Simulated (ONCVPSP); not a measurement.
# Ta (Z = 73): excitation energies, all-electron against ONCV

- Element: Ta (Z = 73)
- Generator: ONCVPSP 4.0.1
- Type: optimised norm-conserving Vanderbilt (ONCV)
- Functional: LDA (Perdew-Zunger)
- Relativity: scalar-relativistic
- Frozen core: [Kr] 4d10 4f14
- Valence charge: 13
- Reference configuration: 5s2 5p6 5d3 6s1.75 6p0.25
- Partial waves: 5s+6s: rc 1.70 bohr, ncon 4, nbas 7, qcut 8.7 1/bohr, 2 projectors; 5p+6p: rc 1.90 bohr, ncon 5, nbas 8, qcut 5.7 1/bohr, 2 projectors; 5d: rc 1.80 bohr, ncon 4, nbas 8, qcut 5.1 1/bohr, 2 projectors, debl 2.6 Ha
- Local potential: polynomial inside 1.45 bohr (lpopt 5, dvloc0 0 Ha)
- Core correction: Teter function, fcfact 2.25, rcfact 1.6

Energies are relative to the spin-unpolarised reference configuration 5s2 5p6 5d3 6s1.75 6p0.25; without spin polarisation the order of configurations can differ from experiment.

```tsv
valence configuration	charge	ΔE all-electron (eV)	error AE − PS (meV)
5s2 5p6 5d3 6s2 6p0	0	-1.041	+0.3
5s2 5p6 5d3 6s1 6p0	+1	7.661	-2.2
5s2 5p6 5d3 6s0 6p0	+2	22.970	-4.4
```

Problem. What are ΔE and the potential's error for 5s2 5p6 5d2 6s2 6p1?

Solution. ΔE = 2.049 eV all-electron; the error (AE − PS) is -4.6 meV.

Levels in the configuration 5s2 5p6 5d3 6s0 6p0:

```csv
level,all-electron (eV),pseudo (eV)
5s,-88.880,-88.922
5p,-55.231,-55.255
5d,-18.632,-18.627
```
